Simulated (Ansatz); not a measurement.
H$_{8}$N$_{4}$Si (`N[Si](N)(N)N`), relaxed with RKS PBE0-D4/def2-TZVP in the Gaussian-basis code of Ansatz from a PBE-D4/def2-SVP geometry. The force threshold is 0.005 eV/Å; the program also tests the step.

Charge 0, multiplicity 1.

Start:

```xyz
13

N     0.175   -1.714    0.284
Si    0.000    0.000    0.000
N     0.855    0.982    1.164
N     0.616    0.171   -1.625
N    -1.643    0.563    0.177
H    -0.042   -2.066    1.220
H    -0.193   -2.355   -0.424
H     1.874    0.899    1.202
H     0.474    1.038    2.113
H     1.526   -0.247   -1.838
H     0.543    1.089   -2.069
H    -1.812    1.572    0.138
H    -2.374    0.069   -0.342
```

Question: By how much does the energy fall, and how many steps does the optimiser take? (Best estimate.)

Answer: Computed: 0.09 eV, in 6 steps.

Question: Which bonds change most? (Best estimate.)

Answer: Ansatz gave: Si2–N5 from 1.746 to 1.717 Å; Si2–N4 from 1.746 to 1.717 Å; N1–Si2 from 1.746 to 1.717 Å; Si2–N3 from 1.746 to 1.717 Å.

Question: Give the relaxed structure. (Best estimate.)

Answer: Computed: 
```xyz
13

N     0.136   -1.690    0.266
Si    0.000    0.000    0.000
N     0.832    0.938    1.173
N     0.641    0.173   -1.583
N    -1.609    0.580    0.144
H    -0.004   -2.071    1.188
H    -0.163   -2.336   -0.446
H     1.838    0.941    1.197
H     0.443    1.049    2.095
H     1.505   -0.284   -1.827
H     0.531    1.040   -2.082
H    -1.785    1.571    0.179
H    -2.366    0.089   -0.303
```
